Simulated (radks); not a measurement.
Q: The table gives one normalised radial function P(r) = r R(r) of Ne+ in [He] 2p5 3d2 (r in bohr). All-electron calculation, scalar-relativistic Kohn-Sham, PBEsol, spin-polarised, spherical densities, point nucleus; open shells are filled with parallel spins first. Program: a radial shooting solver on a logarithmic mesh with Libxc functionals.

r,P
0.005701,0.0011
0.008237,0.0023
0.012,0.0048
0.01733,0.0097
0.02525,0.0197
0.03648,0.0388
0.05312,0.0758
0.07737,0.1431
0.1118,0.2548
0.1628,0.4307
0.2352,0.6610
0.3426,0.9121
0.495,1.0770
0.721,1.0419
1.05,0.7672
1.517,0.3982
2.21,0.1254
3.193,0.0205
4.65,0.0011
6.719,0.0000
9.785,0.0000

Which n and l does it have? It may be an empty orbital.

A: n = 2, l = 1: the number of nodes gives n - l - 1 = 0, the rise at small r (about r^(l+1)) gives l, and the extent must fit the shell. The curve is that of 2p down; the table hardly tells the two spins apart. 2p down: eigenvalue -59.896 eV, 0 radial nodes, <r> = 0.773 bohr, 90 % of the charge inside 1.29 bohr.
